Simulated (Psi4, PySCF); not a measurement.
H4F2Si2 (SMILES F[SiH](F)[SiH3]), singlet, geometry from GFN2-xTB. Base run: BHANDHLYP/6-31G, TDDFT (PySCF).

The PySCF input:
```python
from pyscf import gto, scf, dft, tdscf

mol = gto.M(
    atom='''
Si   -1.702673    0.188052    0.221085
Si    0.581990   -0.013474    0.304442
F     1.280199    1.034599   -0.691584
F     1.053718   -1.393460   -0.366953
H    -2.243937    0.036049   -1.133719
H    -2.115688    1.503867    0.719708
H    -2.334228   -0.828491    1.068762
H     1.378168    0.074236    1.514705
''',
    basis='6-31g',
    charge=0,
    spin=0,
    verbose=4,
)

mf = dft.RKS(mol)
mf.xc = 'bhandhlyp'
mf.kernel()
td = mf.TDDFT()
td.nstates = 5
td.kernel()
td.analyze()
```

Programs used: Psi4, PySCF; a row that names a program was run with it.

Each row names what was changed in the base input (with any setting that the change needs).

| change | first excitation (eV) | oscillator strength of the first | second (eV) |
|---|---|---|---|
| base | 7.86 | 0.017 | 8.36 |
| guess vectors = 13 for 5 states | 7.86 | 0.017 | 8.36 |
| functional = camb3lyp | 7.51 | 0.012 | 8.01 |
| basis = cc-pVDZ | 7.50 | 0.020 | 7.69 |
| code = psi4 | 7.86 | 0.017 | 8.36 |
| nstates = 10 | 7.86 | 0.017 | 8.36 |
| functional = pbe | ___ | ___ | ___ |
| nstates = 2 | 7.86 | 0.017 | 8.36 |
| functional = wb97x | ___ | ___ | ___ |
| response = Tamm-Dancoff | 7.89 | 0.020 | 8.40 |
| states = triplets; response = Tamm-Dancoff | ___ | - | ___ |

Question: What belongs in the gaps?

Answer: 
- functional = pbe, first excitation (eV): 6.81
- functional = pbe, oscillator strength of the first: 0.007
- functional = pbe, second (eV): 7.17
- functional = wb97x, first excitation (eV): 7.72
- functional = wb97x, oscillator strength of the first: 0.013
- functional = wb97x, second (eV): 8.24
- states = triplets; response = Tamm-Dancoff, first excitation (eV): 7.24
- states = triplets; response = Tamm-Dancoff, second (eV): 7.32

An iterative solver can miss low states, so a row lists the states that it found.
